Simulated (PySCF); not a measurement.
C4, SMILES [C]1[C+]2[C][C-]12 (connectivity only; charge and spin as stated), neutral, multiplicity 1. Atoms are numbered in the order given.

```xyz
4

C      0.0000     0.7466     0.0000
C      0.0000    -0.7466     0.0000
C      0.0000     0.0000    -1.2332
C      0.0000     0.0000     1.2332
```

Geometry: B3LYP-D3(BJ)/def2-TZVP.

Method: PBE/def2-TZVPD run with PySCF.

Symmetry labels are those of the subgroup D2h that the program uses (full group D2h).

Computed valence orbital energies around the gap with their symmetry:
| orbital | symmetry | energy (eV) |
|---|---|---|
| HOMO−7 | Ag | -26.35 |
| HOMO−6 | B1u | -19.13 |
| HOMO−5 | B2u | -14.18 |
| HOMO−4 | B3u | -12.09 |
| HOMO−3 | B3g | -10.75 |
| HOMO−2 | Ag | -10.24 |
| HOMO−1 | Ag | -7.47 |
| HOMO | B1u | -7.20 |
| LUMO | B2g | -6.06 |
| LUMO+1 | B1g | -4.06 |
| LUMO+2 | B2u | -2.15 |
| LUMO+3 | B3u | -0.88 |
